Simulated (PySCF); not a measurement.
First SCF of a structure search on quintet CoS₂⁺, at a hand-made end-on geometry. PySCF input:

```python
from pyscf import gto, scf, dft
mol = gto.M(atom='''
Co     0.000000     0.000000     0.000000
S      0.000000     0.000000     2.204200
S      1.774800     0.000000     3.224200''',
    basis={'Co': 'def2-SVP', 'S': 'def2-SVP'},
    charge=1, spin=4)
mf = dft.UKS(mol, xc='PBE0')
mf.grids.atom_grid = (50, 194)
aux = {'Co': 'def2-universal-JKFIT', 'S': 'def2-universal-JKFIT'}
mf = mf.density_fit(auxbasis=aux)
mf.conv_tol = 1e-08
mf.diis_space = 10
mf.max_cycle = 60
mf.init_guess = 'minao'
mf.verbose = 4
mf.kernel()
```

Excerpt of the output (cycles alone); where DIIS stalls, ADIIS, DIIS with a small level shift and a second-order solver take over in turn:

```
init E= -2177.41701931731
cycle= 1 E= -2159.45631083053  delta_E=   18  |g|= 2.89  |ddm|= 8.04
cycle= 2 E= -2134.9111991754  delta_E= 24.5  |g|=  3.9  |ddm|= 9.62
cycle= 3 E= -2172.02966156896  delta_E= -37.1  |g|= 3.22  |ddm|= 7.65
cycle= 4 E= -2172.06561563862  delta_E= -0.036  |g|= 3.17  |ddm|= 2.31
cycle= 5 E= -2172.30219065317  delta_E= -0.237  |g|= 3.16  |ddm|= 0.606
cycle= 6 E= -2172.37428387128  delta_E= -0.0721  |g|= 3.15  |ddm|= 0.128
cycle= 7 E= -2171.58721117935  delta_E= 0.787  |g|= 3.23  |ddm|= 1.11
cycle= 8 E= -2171.83100426951  delta_E= -0.244  |g|= 3.23  |ddm|= 0.709
cycle= 9 E= -2171.97757624097  delta_E= -0.147  |g|= 3.22  |ddm|= 0.525
cycle= 10 E= -2171.17083796013  delta_E= 0.807  |g|= 3.23  |ddm|= 1.78
cycle= 11 E= -2171.27447783442  delta_E= -0.104  |g|= 3.22  |ddm|= 0.333
cycle= 12 E= -2142.22311212006  delta_E= 29.1  |g|= 5.69  |ddm|= 7.16
cycle= 13 E= -2174.9617443522  delta_E= -32.7  |g|= 1.88  |ddm|= 6.77
... 38 lines left out ...
cycle= 52 E= -2177.86819642529  delta_E= -8.36e-05  |g|= 0.0119  |ddm|= 0.0751
cycle= 53 E= -2177.86782903813  delta_E= 0.000367  |g|= 0.019  |ddm|= 0.123
cycle= 54 E= -2177.86792285344  delta_E= -9.38e-05  |g|= 0.0157  |ddm|= 0.012
cycle= 55 E= -2177.86806521073  delta_E= -0.000142  |g|= 0.00432  |ddm|= 0.156
cycle= 56 E= -2177.86788375326  delta_E= 0.000181  |g|= 0.0148  |ddm|= 0.176
cycle= 57 E= -2177.86762072505  delta_E= 0.000263  |g|= 0.0192  |ddm|= 0.105
cycle= 58 E= -2177.86759289682  delta_E= 2.78e-05  |g|= 0.0201  |ddm|= 0.00435
cycle= 59 E= -2177.86720257839  delta_E= 0.00039  |g|= 0.0359  |ddm|= 0.03
cycle= 60 E= -2177.86712931855  delta_E= 7.33e-05  |g|= 0.0362  |ddm|= 0.0213
SCF not converged.
init E= -2177.41701931731
cycle= 1 E= -2159.45631083053  delta_E=   18  |g|= 2.89  |ddm|= 8.04
cycle= 2 E= -2134.9111991754  delta_E= 24.5  |g|=  3.9  |ddm|= 9.62
cycle= 3 E= -2171.65100815923  delta_E= -36.7  |g|= 3.27  |ddm|= 7.53
cycle= 4 E= -2177.30007522277  delta_E= -5.65  |g|= 0.707  |ddm|= 2.49
cycle= 5 E= -2171.59566508985  delta_E=  5.7  |g|= 2.69  |ddm|=  3.4
cycle= 6 E= -2177.61631421438  delta_E= -6.02  |g|= 0.767  |ddm|=    3
cycle= 7 E= -2175.92557473542  delta_E= 1.69  |g|= 1.98  |ddm|= 1.97
cycle= 8 E= -2177.72253199214  delta_E= -1.8  |g|= 0.419  |ddm|= 1.71
cycle= 9 E= -2177.53937164078  delta_E= 0.183  |g|= 0.822  |ddm|= 1.27
cycle= 10 E= -2177.83168931389  delta_E= -0.292  |g|= 0.308  |ddm|= 0.951
cycle= 11 E= -2177.81150034728  delta_E= 0.0202  |g|= 0.403  |ddm|= 0.699
cycle= 12 E= -2177.86135202946  delta_E= -0.0499  |g|= 0.163  |ddm|= 0.508
cycle= 13 E= -2177.8403207264  delta_E= 0.021  |g|= 0.259  |ddm|= 0.497
cycle= 14 E= -2177.88287277488  delta_E= -0.0426  |g|= 0.0445  |ddm|= 0.266
cycle= 15 E= -2177.8766349718  delta_E= 0.00624  |g|= 0.144  |ddm|= 0.22
cycle= 16 E= -2177.88700546721  delta_E= -0.0104  |g|= 0.0249  |ddm|= 0.164
cycle= 17 E= -2177.88786907331  delta_E= -0.000864  |g|= 0.0541  |ddm|= 0.11
cycle= 18 E= -2177.86498914832  delta_E= 0.0229  |g|= 0.23  |ddm|= 0.292
cycle= 19 E= -2177.8888633406  delta_E= -0.0239  |g|= 0.0642  |ddm|= 0.17
cycle= 20 E= -2177.88904750848  delta_E= -0.000184  |g|= 0.0692  |ddm|= 0.144
SCF not converged.
init E= -2177.88904750848
cycle= 1 E= -2177.87930709236  delta_E= 0.00974  |g|= 0.173  |ddm|= 0.22
cycle= 2 E= -2177.83934292338  delta_E= 0.04  |g|= 0.351  |ddm|= 0.446
cycle= 3 E= -2177.88802501334  delta_E= -0.0487  |g|= 0.0851  |ddm|= 0.208
cycle= 4 E= -2177.89266859606  delta_E= -0.00464  |g|= 0.0184  |ddm|= 0.0847
cycle= 5 E= -2177.89311324332  delta_E= -0.000445  |g|= 0.0098  |ddm|= 0.035
cycle= 6 E= -2177.89335239231  delta_E= -0.000239  |g|= 0.00754  |ddm|= 0.0249
cycle= 7 E= -2177.89364868546  delta_E= -0.000296  |g|= 0.00431  |ddm|= 0.0372
cycle= 8 E= -2177.89385850464  delta_E= -0.00021  |g|= 0.00393  |ddm|= 0.0369
cycle= 9 E= -2177.89396147202  delta_E= -0.000103  |g|= 0.00248  |ddm|= 0.0234
cycle= 10 E= -2177.89405298959  delta_E= -9.15e-05  |g|= 0.00248  |ddm|= 0.031
cycle= 11 E= -2177.89408115197  delta_E= -2.82e-05  |g|= 0.00147  |ddm|= 0.012
cycle= 12 E= -2177.8941085506  delta_E= -2.74e-05  |g|= 0.0013  |ddm|= 0.0131
cycle= 13 E= -2177.89413634811  delta_E= -2.78e-05  |g|= 0.00138  |ddm|= 0.014
cycle= 14 E= -2177.89415745559  delta_E= -2.11e-05  |g|= 0.00139  |ddm|= 0.0113
cycle= 15 E= -2177.89419404287  delta_E= -3.66e-05  |g|= 0.00126  |ddm|= 0.0207
cycle= 16 E= -2177.89421389411  delta_E= -1.99e-05  |g|= 0.000941  |ddm|= 0.0121
cycle= 17 E= -2177.89425108553  delta_E= -3.72e-05  |g|= 0.00178  |ddm|= 0.0264
cycle= 18 E= -2177.89427348666  delta_E= -2.24e-05  |g|= 0.00121  |ddm|= 0.017
cycle= 19 E= -2177.89429958671  delta_E= -2.61e-05  |g|= 0.00127  |ddm|= 0.0234
cycle= 20 E= -2177.89431251497  delta_E= -1.29e-05  |g|= 0.00103  |ddm|= 0.0133
cycle= 21 E= -2177.89433773102  delta_E= -2.52e-05  |g|= 0.00171  |ddm|= 0.0341
cycle= 22 E= -2177.89434805537  delta_E= -1.03e-05  |g|= 0.000881  |ddm|= 0.0168
cycle= 23 E= -2177.89435652603  delta_E= -8.47e-06  |g|= 0.000949  |ddm|= 0.0204
cycle= 24 E= -2177.89436018769  delta_E= -3.66e-06  |g|= 0.000691  |ddm|= 0.0127
cycle= 25 E= -2177.89436237159  delta_E= -2.18e-06  |g|= 0.00051  |ddm|= 0.0102
cycle= 26 E= -2177.89436308415  delta_E= -7.13e-07  |g|= 0.00051  |ddm|= 0.00428
cycle= 27 E= -2177.89436361564  delta_E= -5.31e-07  |g|= 0.000385  |ddm|= 0.00527
cycle= 28 E= -2177.89436384793  delta_E= -2.32e-07  |g|= 0.000198  |ddm|= 0.00225
cycle= 29 E= -2177.89436391068  delta_E= -6.27e-08  |g|= 0.0001  |ddm|= 0.000607
cycle= 30 E= -2177.89436396968  delta_E= -5.9e-08  |g|= 0.000124  |ddm|= 0.00189
SCF not converged.
macro= 0  E= -2177.89436400336  delta_E= -3.3685e-08  |g|= 0.000124325  1 KF 6 JK
macro= 1  E= -2177.89436400338  delta_E= -1.81899e-11  |g|= 2.41467e-05  1 KF 2 JK
macro X = 2  E=-2177.89436400338  |g|= 2.41467e-05  total 3 KF 11 JK
converged SCF energy = -2177.89436400338  <S^2> = 6.0081323  2S+1 = 5.0032519
```

No lower solution of this spin was found from smeared starts or by a stability analysis within the unrestricted form.

Other spin states or occupations of the open shell can lie lower.

The search for the lowest solution, 3 starts and the stability check together, took 56 s on 2 threads of a shared Arm Neoverse V1 host, with 67 basis functions; the process peaked at 0.33 GiB.
